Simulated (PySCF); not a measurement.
## CBr, CCSD(T): how much the basis matters

PySCF, UHF reference; doublet, unpaired electrons π ↑; De to C + Br without counterpoise correction. Frozen cores follow the default of each basis and core potential.

```tsv
basis	relativity	functions	Re (Å)	ωe (cm⁻¹)	De (eV)	frozen orbitals
def2-SVP	no relativity	46	1.831	726	3.11	10
def2-TZVPP	no relativity	79	1.824	734	3.41	10
def2-TZVPPD	no relativity	94	1.824	733	3.43	10
```

Q: How does each smaller set differ from the one with most functions, def2-TZVPPD?

A: def2-SVP: +0.7 pm, -1.0 % in ωe, -0.32 eV in De; def2-TZVPP: +0.0 pm, +0.1 % in ωe, -0.02 eV in De. All at CCSD(T); the set with most functions is neither the basis-set limit nor always the best.

Correlated steps freeze 10 core orbitals. Correlated levels converge slowly with the basis: in double zeta they bind strong bonds too weakly, by up to about 1 eV, and carry superposition errors of some tenths. Spin–orbit coupling is left out. The state is the lowest determinant that a PBE0 search found; another state may lie lower at other levels.
